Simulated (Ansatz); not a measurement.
Ansatz (a first-principles code) input file for stibine (H₃Sb), SMILES [SbH3], ωB97X-V/def2-TZVPD. Coordinates come from a B3LYP-D3(BJ)/def2-TZVPD optimisation. The def2 effective core potentials stand for the cores of Sb; spin–orbit coupling is left out.

Ansatz 0.2 input:
```yaml
crystal:
  periodic: [false, false, false]
  atoms:
    - {symbol: Sb, position_ang: [-0.00000000, 0.00000000, 0.05361477]}
    - {symbol: H, position_ang: [1.22652467, -0.70813435, -0.91145114]}
    - {symbol: H, position_ang: [-1.22652464, -0.70813435, -0.91145117]}
    - {symbol: H, position_ang: [0.00000001, 1.41626868, -0.91145117]}
basis:
  gaussian:
    orbitals: def2-TZVPD
hamiltonian:
  xc: {name: wB97X-V}
```

Program output:

```
WARN ansatz: RAYON_NUM_THREADS=1 ignored (pool sized by the plan → 1); use --threads N
Functional definition: wB97X-V
integrals: 0.03 GiB planned
623 factors; their error is unknown
integrals: 0.06 GiB planned
217 factors; integrals over basis functions are off by at most 1.2e-5 eV
mean field: 0.28 GiB planned
mean field evaluation 1: about -6585.1117 eV, gradient 5.6e0 eV
mean field evaluation 2: about -6585.2498 eV, gradient 2.0e0 eV
mean field evaluation 4: about -6585.2666 eV, gradient 1.2e-1 eV
mean field evaluation 8: about -6585.3773 eV, gradient 3.5e-2 eV
mean field -6585.37734553 eV, -242.0081537190 hartree, gradient 3.5e-5 eV, S^2 0.000000; 0 other end points of the search recorded, 0 dependent functions left out
reference -6585.37734369 eV, -242.0081536516 hartree; 13, 13 occupied and 70, 70 virtual orbitals, 623 factors
Total energy: -6585.37734369 eV, -242.0081536516 hartree
```

The calculation finished and met its thresholds.
